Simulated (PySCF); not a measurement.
**Gas-phase XPS of `[AlH3-][AsH3+]`, computed**

AlAsH₆.
Geometry (PBE0-D3(BJ)/def2-SVP, Å), atoms numbered from 1 in this order:
```xyz
8
AlAsH6 angstrom
Al    -1.519    0.147   -0.036
As     1.094   -0.113    0.021
H     -1.782   -0.897   -1.222
H     -1.507    1.711   -0.377
H     -1.791   -0.312    1.473
H      1.738   -1.429    0.390
H      1.904    0.768    0.943
H      1.882    0.145   -1.241
```

The calculation used delta-SCF UKS SCAN, pcX-2 on the ionised atom, pcseg-1 elsewhere, spin-free X2C (PySCF 2.14.0). Each binding energy is the total energy of the core-ionised species, with the hole localised on one atom, minus that of the ground state; both are solved self-consistently, so orbital relaxation is included.

Give the core binding energies atom by atom.

| atom(s) | environment | level | binding energy (eV) | count |
| --- | --- | --- | --- | --- |
| Al1 | aluminium bonded to As and 3 H | Al 1s | 1565.77 | 1 |

Give the binding energy of Al 1s of Al1 in hartree and in kJ/mol.

1565.77 eV = 57.5410 Eh = 151074 kJ/mol.

No level of arsenic is listed. Isolated species at its PBE0-D3(BJ)/def2-SVP geometry, gas phase.

On x86-64 server, one thread, no GPU, shared host, this took 7.6 s wall.
